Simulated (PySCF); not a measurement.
## C4H12FSi2: g tensor and hyperfine couplings

Compound: C₄H₁₂FSi₂ (doublet state).
Structure used (GFN2-xTB), in Å, numbered top down from 1:
```xyz
19
C4H12FSi2 angstrom
C     -0.4893    0.9145    1.3093
C     -0.5015   -0.0969    0.1677
C     -1.5560   -1.1643    0.4470
C     -0.8686    0.6394   -1.1125
F     -0.6267   -0.1456   -2.2213
Si     1.2287   -0.9269   -0.0445
Si     2.7213    0.7047   -0.5769
H      0.2727    1.6779    1.1527
H     -0.2789    0.4114    2.2501
H     -1.4561    1.4117    1.3995
H     -1.6469   -1.8426   -0.3989
H     -1.2879   -1.7473    1.3260
H     -2.5324   -0.7097    0.6248
H     -1.9326    0.9027   -1.1493
H     -0.2639    1.5437   -1.2428
H      1.5644   -1.4797    1.2832
H      1.0005   -2.1017   -0.9051
H      2.4958    1.6399   -1.6838
H      4.1474    0.3779   -0.6326
```

The hyperfine couplings belong to this conformer and change with its torsions.

The species is `CC(C)(CF)[SiH2][SiH2]` [radical].

The calculation used UKS B3LYP, pcH-1 on C F H Si, non-relativistic, mean-field spin-orbit, GIAO in PySCF 2.14.0. The structure is a single GFN2-xTB conformer in the gas phase; no vibrational or solvent corrections. Couplings are sensitive to structure, and on GFN2-xTB geometries they can be far from those on DFT ones, by a factor of two or more for some ions and for spin on atoms past the first row. No stability test was run, so a lower SCF solution isn't excluded.

```
g1, g2, g3                      : 2.00218, 2.00457, 2.00656
g_iso                           : 2.00444
Form of g                       : rhombic: the two nearest values differ by 45 % of g3 − g1
⟨S²⟩                            : 0.7526 (exact 0.7500)
α and β electrons               : 37, 36
HOMO–LUMO gap, α and β orbitals : 5.57, 4.88 eV
```

Hyperfine couplings atom by atom, in G; T1 to T3 are the principal values of the dipolar part; ρ(0) is the spin density at the nucleus (MHz turned into gauss with g_iso; 10 G = 1 mT):

```
atom  isotope   a_iso  of which spin–orbit     T1    T2    T3  Mulliken spin population  ρ(0) (bohr⁻³)
  C1      13C     2.0                  0.0   -0.4  -0.3   0.7                      0.01         0.0051
  C2      13C    -0.3                  0.0   -0.1  -0.1   0.2                      0.00        -0.0007
  C3      13C     0.1                  0.0   -0.1   0.0   0.1                      0.00         0.0003
  C4      13C     0.0                  0.0   -0.1  -0.1   0.2                      0.00         0.0001
  F5      19F     1.3                  0.0   -1.1  -0.8   1.9                      0.00         0.0009
 Si6     29Si    -3.5                  0.0   -2.2   0.3   1.8                      0.01         0.0111
 Si7     29Si  -108.3                  0.3  -63.4  31.4  32.0                      0.99         0.3431
  H8       1H     0.9                  0.0   -1.5  -0.9   2.4                      0.00         0.0006
  H9       1H    -0.1                  0.0   -0.5  -0.4   0.8                      0.00         0.0000
 H10       1H     0.3                  0.0   -0.4  -0.3   0.7                      0.00         0.0002
 H11       1H     0.0                  0.0   -0.3  -0.2   0.4                      0.00         0.0000
 H12       1H     0.0                  0.0   -0.2  -0.1   0.4                      0.00         0.0000
 H13       1H    -0.3                  0.0   -0.2  -0.1   0.3                      0.00        -0.0002
 H14       1H     0.0                  0.0   -0.3  -0.2   0.5                      0.00         0.0000
 H15       1H     0.0                  0.0   -0.7  -0.6   1.3                      0.00         0.0000
 H16       1H     0.8                  0.0   -0.9  -0.4   1.4                      0.00         0.0005
 H17       1H    27.7                  0.0   -0.8  -0.1   0.9                      0.04         0.0174
 H18       1H    -1.0                  0.0   -3.8   0.9   2.9                     -0.02        -0.0007
 H19       1H    -4.6                  0.0   -3.8   0.8   3.0                     -0.03        -0.0029
```

The largest Mulliken spin population is on Si7 (+0.99). The angles at Si7 add up to 346.7°, so it is slightly pyramidal.

Axes: g2 points within 10° of the Si6–Si7 bond.

Under fast tumbling the dipolar parts average out, and these isotropic splittings remain: 2 × 1H (H16/H17, I = 1/2, 3 lines) with 1.43 mT, 2 × 1H (H18/H19, I = 1/2, 3 lines) with 0.28 mT and 1 × 19F (F5, I = 1/2, 2 lines) with 0.13 mT.

Nuclei that the bonding pattern makes equivalent are averaged, as if the motion that swaps them (rotation, inversion, ring flip) were fast. The 1H value of +40.0 MHz is a mean of couplings from 2.3 to 77.7 MHz in this one geometry, not an average over conformers. The 1H value of -7.9 MHz is a mean of couplings from -12.9 to -2.9 MHz in this one geometry, not an average over conformers.

The 29Si coupling of Si7 (-303.9 MHz) shows only in satellite lines or after enrichment, since that isotope makes up about 4.7 % of natural silicon.
